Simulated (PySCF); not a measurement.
Computed shifts of a molecule C5H5Cl, KT2/pcSseg-1 in PySCF, GIAO, gas phase, atoms alike by connectivity averaged where their shifts nearly agree, in ppm (number of nuclei): ¹³C: 137.4 (1), 119.3 (1), 86.6 (1), 77.7 (1), 22.1 (1). ¹H: 6.33 (1), 3.90 (1), 2.37 (3). References: ¹³C against TMS (σ = 185.1 ppm); ³⁵Cl against HCl (σ = 945.4 ppm); ¹H against TMS (σ = 31.47 ppm), references at their B3LYP-D3(BJ)/def2-TZVP geometries, non-relativistic (without spin–orbit terms, shifts of atoms bonded to Cl or Br come out too high). Geometry: B3LYP-D3(BJ)/def2-SVP. One conformer was computed; it need not be the lowest.

Which molecule gave these data?
(A) C=C(Cl)C#CC
(B) C#CC/C=C/Cl
(C) C#C/C(Cl)=C\C
(D) C=C=CC(=C)Cl

C, C#C/C(Cl)=C\C
